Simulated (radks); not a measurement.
The numbers below are computed, except where a source is named.
Task: I, configuration [Kr] 4d10 5s2 5p5. Level of theory: scalar-relativistic Kohn-Sham, LDA (Slater exchange, Perdew-Wang correlation), spin-polarised, spherical densities, point nucleus; open shells are filled with parallel spins first (spin-orbit coupling, left out, can overturn this in heavy ions) (a radial shooting solver on a logarithmic mesh with Libxc functionals). Some entries of the table are withheld. Estimate them.

orbital  occ.  eigenvalue (eV)  <r> (bohr)
1s up       1        -32948.34     0.02725
1s down     1        -32948.31     0.02725
2s up       1        -5091.602      0.1173
2s down     1        -5091.583      0.1173
2p up       3        -4572.465      0.1025
2p down     3        -4572.438      0.1025
3s up       1        -1027.147      0.3146
3s down     1        -1027.117      0.3146
3p up       3        -858.9046      0.3125
3p down     3        -858.8714      0.3125
3d up       5        -606.2102      0.2888
3d down     5        -606.1789      0.2888
4s up       1        -180.1742      0.7401
4s down     1        -180.1078      0.7401
4p up       3        -127.3554      0.7925
4p down     3        -127.2816      0.7922
4d up       5         -50.3734         (1)
4d down     5         -50.2561         (2)
5s up       1              (3)       1.958
5s down     1              (4)       1.958
5p up       3          -7.4782       2.460
5p down     2          -6.9619       2.482

Result: 
(1) 4d up <r> (bohr): 0.9231
(2) 4d down <r> (bohr): 0.9217
(3) 5s up eigenvalue (eV): -17.8974
(4) 5s down eigenvalue (eV): -17.3656
